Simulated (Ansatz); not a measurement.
F$_{6}$P−, SMILES `F[P-](F)(F)(F)(F)F`, relaxed with RKS PBE0-D4/def2-TZVPD in the Gaussian-basis code of Ansatz from a GFN2-xTB geometry. The force threshold is 0.005 eV/Å; the program also tests the step.

The species carries charge -1 and has multiplicity 1.

Start:

```xyz
7

F     0.143   -0.215   -1.608
P     0.000    0.000    0.000
F    -0.400    1.560   -0.243
F     1.572    0.416    0.082
F     0.400   -1.560    0.245
F    -1.573   -0.417   -0.084
F    -0.142    0.215    1.608
```

```
step  energy (eV)  largest force (eV/Å)  largest move (Å)
   1  -25587.5694                 0.373             0.000
   2  -25587.5771                 0.220             0.005
   3  -25587.5811                 0.008             0.007
   4  -25587.5811                 0.000             0.000
```

End:

```xyz
7

F     0.141   -0.214   -1.598
P     0.000    0.000    0.000
F    -0.397    1.550   -0.242
F     1.563    0.414    0.083
F     0.397   -1.550    0.242
F    -1.563   -0.414   -0.083
F    -0.141    0.214    1.598
```

Hardware: 4 threads of a server CPU on a shared host. Wall time 99 s, peak host memory 1 GiB.
